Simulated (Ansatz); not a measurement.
Ag(PH3)Cl (AgPH3Cl). The state is a singlet with charge 0. Geometry PBE0-D4/def2-TZVP, basis def2-TZVP, Ansatz.

Cartesian coordinates in Å:
```
Ag 1.065 -0.086 -1.058
P -0.575 0.045 0.567
H -1.672 -0.836 0.507
H -1.287 1.250 0.724
H -0.219 -0.161 1.914
Cl 2.687 -0.213 -2.654
```

| run | HOMO (eV) | LUMO (eV) |
| --- | --- | --- |
| A | -5.88 | -1.81 |
| B | -6.13 | -1.59 |
| C | -7.08 | -1.01 |
| D | -6.07 | -1.97 |
| E | -9.98 | 1.61 |
| F | -6.85 | -1.23 |

In the def2 sets Ag takes a core potential; there is no spin–orbit coupling. B3LYP takes the VWN-RPA correlation.

**Question.** The runs used B3LYP, HF, LDA (SPW92), PBE, PBE0, r2SCAN. Estimate which is which.

**Answer.** A PBE (0 % exact exchange); B r2SCAN (0 % exact exchange); C PBE0 (25 % exact exchange); D LDA (SPW92) (0 % exact exchange); E HF (100 % exact exchange); F B3LYP (20 % exact exchange). Exact exchange lowers occupied and raises empty levels; among semilocal functionals meta-GGAs tend to open the gap a little, and such runs are hard to tell apart. The gap grows from 4.08 eV (PBE) to 11.58 eV (HF).
